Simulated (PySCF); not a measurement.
C3H10B3N3.
Z-matrix (Å and degrees, PBE0-D3(BJ)/def2-SVP geometry), rows numbered from 1:
```
C 
C   1  1.3327
C   2  1.5002  1  126.03
N   3  1.4489  2  114.69  1    -1.84
B   4  1.4312  3  119.89  2    91.06
N   5  1.4260  4  118.62  3  -177.00
B   6  1.4252  5  122.81  4     0.20
N   7  1.4256  6  116.76  5    -0.16
B   8  1.4257  7  122.74  6     0.03
H   1  1.0925  2  121.24  3  -179.79
H   1  1.0936  2  121.44  3     0.34
H   2  1.0972  1  119.34  3   179.79
H   3  1.1042  2  108.56  1  -124.99
H   3  1.1043  2  108.36  1   120.76
H   5  1.2100  4  120.33  3     3.40
H   6  1.0112  5  118.32  4  -179.65
H   7  1.2092  6  121.62  5   179.97
H   8  1.0113  7  118.91  6  -179.53
H   9  1.2096  4  120.29  3    -3.61
```

Lines to be assigned: B 1s: 195.53 (area 2), 195.66 (area 1) eV; C 1s: 290.02 (area 1), 290.43 (area 1), 291.55 (area 1) eV; N 1s: 404.38 (area 1), 404.57 (area 2) eV.

Level of theory: delta-SCF UKS SCAN, pcX-2 on the ionised atom, pcseg-1 elsewhere, spin-free X2C in PySCF. The structure is a single PBE0-D3(BJ)/def2-SVP conformer in the gas phase; no vibrational or solvent corrections.

(1) Assign the C 1s lines to atoms.

(2) Order the nitrogen atoms by N 1s binding energy.

## Answers

(1) 290.02 eV: C1 (terminal =CH2 carbon); 290.43 eV: C2 (alkene CH carbon); 291.55 eV: C3 (sp3 carbon bound to nitrogen). Lowest listed C 1s: C1, bonded to C (double bond) and 2 H. Highest, 1.53 eV above it: C3, bonded to N, C and 2 H. Summing the Pauling electronegativity differences to the bonded atoms, each weighted by its formal bond order, gives -0.70 for the lowest site and -0.21 for the highest; no listed site has a larger sum than the highest.

(2) 404.38 eV: N4 (boron-bound nitrogen); 404.57 eV: N6/N8 (boron-bound nitrogen). The 2 N 1s values lie within 0.19 eV of each other; Gaussian lines of 0.5 eV full width would blend them into one maximum.

Bonded neighbours of each site: C1: C (double bond) and 2 H; C2: C (double bond), C and H; C3: N, C and 2 H; N4: C and 2 B; B5/B9: 2 N and H; N6/N8: H and 2 B; B7: 2 N and H.

Problem. What is the longest wavelength that can ionise C 1s of C3 vertically?

Solution. λ = hc/E = 12398.42 eV Å / 291.55 eV = 42.526 Å.

Topologically equivalent atoms share the value of their first member; where this conformer doesn't relate them by symmetry, their own values could differ.

The run took 5.4 min wall on an Intel Xeon at 2.50 GHz with one thread, on a shared host, and the process peaked at 0.67 GiB of memory.
